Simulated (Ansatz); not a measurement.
The same redistribution along the group B, Al, Ga, In.

Isolated molecules relaxed with PBE0-D4/def2-TZVP in Ansatz; ΔE leaves out vibrations. CBS: MP2 limit from def2 TZ/QZ plus the TZ coupled-cluster correction, frozen cores. This one scheme is used for every species. Elements past krypton have def2 core potentials. For Ga, In, Sn outer-core shells are correlated without core-valence functions, which leaves a few kJ/mol of doubt a bond. Scalar relativity is left out up to krypton. Each species was taken in one conformer, which may not be the lowest.

| reaction | CCSD/CBS(def2) (kcal/mol) |
| --- | --- |
| `CNB(F)F` + `[OH][SnH2][OH]` → `OB(F)F` + `C[NH][SnH2][OH]` | 4.8 |
| `C[NH][Al]([F])[F]` + `[OH][SnH2][OH]` → `[OH][Al]([F])[F]` + `C[NH][SnH2][OH]` | -3.3 |
| `C[NH][Ga]([F])[F]` + `[OH][SnH2][OH]` → `[OH][Ga]([F])[F]` + `C[NH][SnH2][OH]` | 5.8 |
| `C[NH][In]([F])[F]` + `[OH][SnH2][OH]` → `[OH][In]([F])[F]` + `C[NH][SnH2][OH]` | 5.0 |

Q: Give the CCSD(T)/CBS values in the same order. (Best estimate.)

A: Ansatz gave: 4.6, -3.4, 5.5, 4.8 kcal/mol.

Largest T1 diagnostic: 0.018, for `[OH][In]([F])[F]`.
